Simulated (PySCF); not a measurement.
**Predicted spectroscopic data**

Method: GIAO PBE0/pcSseg-1 shieldings, GFN2-xTB structure, in PySCF 2.14 (no relativistic terms, no solvent, rapidly exchanging positions averaged, one computed conformer).

Chemical shifts δ = σref − σ; ¹H (σref 31.72), ¹³C (σref 186.93) against TMS, all at this level. Splittings of carbon signals by F and P are missing where no couplings were computed. Where no couplings were computed, multiplicities follow the n + 1 count of equivalent neighbours, and m marks all less simple cases (inequivalent or close neighbours, rings, F or P nearby). Shifts are as computed. Against solution values, carbons near 30 ppm lie about +3 ppm off and those near 130 ppm about +5 ppm; carbons on Cl a further +6 ppm. Of 1211 compounds with measured shifts, 218 miss one by over three times the rms of a fit or turn the order of signals round; such compounds aren't used in these exercises. Carbons bonded to Cl come out too deshielded.

**1.** `Clc1ccc2cnccc2c1`, C9H6ClN. ¹H NMR (600 MHz, computed): δ 9.53 (s, 1H), 9.12 (d, 1H), 8.18 (d, 1H), 8.13 (s, 1H), 7.85 (d, 1H), 7.74 (d, 1H). ¹³C{¹H} NMR (computed): δ 157.6 (CH), 151.3 (CH), 147.8 (C), 141.1 (C), 135.0 (CH), 133.9 (CH), 132.3 (CH), 129.9 (C), 124.5 (CH).

**2.** `C=N/C=C(/F)OC(F)(F)F`, C4H3F4NO. ¹H NMR (600 MHz, computed): δ 7.61 (d, 1H), 7.16 (d, 1H), 6.32 (m, 1H). ¹³C{¹H} NMR (computed): δ 166.5 (C), 154.6 (CH2), 128.5 (C), 112.2 (CH).

**3.** SMILES CC(C)(C)/C(C#N)=C\C#N, C8H10N2. ¹H NMR (600 MHz, computed): δ 6.04 (s, 1H), 1.49 (s, 9H). ¹³C{¹H} NMR (computed): δ 154.4, 124.1, 121.1, 115.6, 42.2, 30.9.
